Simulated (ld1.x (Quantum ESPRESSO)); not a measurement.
# What one change does to a pseudopotential (Mo (Z = 42), PAW)

* Element: molybdenum (Mo)
* Generator: ld1.x (Quantum ESPRESSO) 7.5
* Type: PAW
* Functional: PBEsol
* Relativity: scalar-relativistic
* Frozen core: [Ar] 3d10
* Valence charge: 14
* Reference configuration: 4s2 4p6 4d5 5s1 5p0
* Partial waves: 4s (bound): rcut 1.50, rcutus 1.70 bohr; 5s (bound): rcut 1.50, rcutus 1.70 bohr; 4p (bound): rcut 1.80, rcutus 1.95 bohr; 5p (bound, empty): rcut 1.80, rcutus 1.95 bohr; 4d (bound): rcut 1.80, rcutus 2.30 bohr; 4d channel at 0.65 Ry: rcut 1.80, rcutus 2.30 bohr
* Local potential: all-electron potential smoothed inside 2.00 bohr (lloc = -2)
* Core correction: a·sin(br)/r model core, default radius (core density twice the valence density)
* Augmentation charge: PSQ, inside the norm-conserving radii

All-electron outer shells of the reference configuration (PBEsol, scalar-relativistic, ld1.x):

```
shell  level (eV)  outermost node (bohr)  outermost maximum (bohr)
   3p     -378.97                   0.17                      0.38
   3d     -220.99                      –                      0.32
   4s      -64.30                   0.51                      0.99
   4p      -38.46                   0.52                      1.06
   5s       -4.12                   1.34                      2.93
   4d       -3.77                   0.53                      1.38
   5p       -1.01                   1.54                      4.05
```

Change: all radii but the core radius scaled by about 1.11 (s 1.88, p 2.16, d 2.54 bohr, rcut 1.66/2.00/2.00); local potential all-electron potential smoothed inside 2.22 bohr (lloc = -2).

Cutoffs: the cutoffs (Ry, on a coarse ladder) from which the occupation-weighted sum of valence levels, in a spherical-Bessel basis at the reference potential, stays within 10 and 1 mRy of its value at 400 Ry; they do not see the model core or the augmentation charge, which bear on the density cutoff. Errors are all-electron minus pseudo energies relative to the spin-unpolarised reference configuration.

Question: Predict the effect on cutoff, ghosts and configuration errors.

Answer: The potential gets softer (25 Ry and 40 Ry → 21 Ry and 35 Ry); the number of tests with a reliable result goes from 7 to 3 (the test run of the changed file stopped, so its transferability is not established); of the 3 tests that both files solve, the error grows in 2 and shrinks in 1 by more than 15 % and 0.3 meV (median size 1.4 → 2.8 meV); neither file shows a bound ghost. A larger radius leaves more room for a smooth pseudo-wave, so fewer plane waves are needed.

```csv
quantity,base,changed
"cutoff, loose",25 Ry,21 Ry
"cutoff, tight",40 Ry,35 Ry
loose cutoff by channel (10 mRy a level),"s 18 Ry, p 18 Ry, d 15 Ry","s 18 Ry, p 15 Ry, d 12 Ry"
bound ghosts,none,none
tests with a reliable result,7 of 7,3 of 7 (the test run stopped)
"error for 4s2 4p6 4d5 5s0 5p0, meV [ΔE 6.90 eV]",-1.4,+0.9
"error for 4s2 4p6 4d4 5s0 5p0, meV [ΔE 22.36 eV]",-1.2,+2.8
"error for 4s2 4p6 4d3 5s0 5p0, meV [ΔE 49.08 eV]",-3.0,-3.6
lowest overlap eigenvalue by channel,"s 0.11, p 0.11, d 0.93","s 0.09, p 0.08, d 0.38"
```
